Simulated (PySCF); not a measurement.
C₆ coefficients of unlike pairs at PBE0

Calculated with PySCF 2.14 from the dipole response of each species, C₆(A,B) = (3/π) ∫ α_A(iu) α_B(iu) du, in atomic units, from isotropic polarisabilities. For ions this is the dispersion term alone; charge-induced terms of lower order in 1/R come first.

```
species           configuration                                                               basis      relativity  α (bohr³)  C₆ (like pair)
   Xe²⁺  [Kr] 4d10 5s2 5p4 (3P)                             aug-cc-pVTZ-PP with ECP28MDF (6s5p4d2f)  core potential      12.77           88.38
   Ti²⁺           [Ar] 3d2 (3F)                                       aug-cc-pVQZ-DK (9s8p6d4f3g2h)   spin-free X2C      4.907           14.72
     Sb  [Kr] 4d10 5s2 5p3 (4S)  def2-TZVPPD with the def2 core potential (28 electrons) (7s5p4d2f)  core potential      45.33           497.2
   Cu³⁺           [Ar] 3d8 (3F)                         aug-cc-pwCVTZ-PP with ECP10MDF (8s8p7d4f3g)  core potential      1.529           3.479
```

Task: Estimate C₆ for Ti²⁺ with Xe²⁺.

Result: The integral gives 35.51. The combination rule 2 C_A C_B / (C_A α_B/α_A + C_B α_A/α_B) gives 36.01 and the geometric mean 36.07.

No spin-orbit coupling is included.

The other pairs:

```csv
pair,C₆
"Cu³⁺, Sb",30.84
"Sb, Ti²⁺",77.20
"Cu³⁺, Ti²⁺",6.780
"Cu³⁺, Xe²⁺",15.46
"Sb, Xe²⁺",197.9
```
